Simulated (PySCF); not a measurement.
# Correlation energy of O²⁺ (oxygen, charge +2)

[He] 2s1 2p3, high-spin 5S determinant (an excited configuration). Computed with PySCF 2.14 in x2c-QZVPPall (7s4p3d2f1g, 57 functions), with the spin-free X2C one-electron Hamiltonian (Gaussian nucleus). Frozen: 1s2; 4 electrons correlated.

MP2 pair energies summed by pair of shells (mhartree):

| pair | energy | share (%) |
| --- | --- | --- |
| 2p-2p | -24.12 | 80.6 |
| 2s-2p | -5.80 | 19.4 |

Total MP2 correlation energy: -29.93 mhartree.

Same-spin part -29.93 and opposite-spin part 0.00 mhartree; SCS-MP2 scales them by 1/3 and 6/5 to -9.98 mhartree.
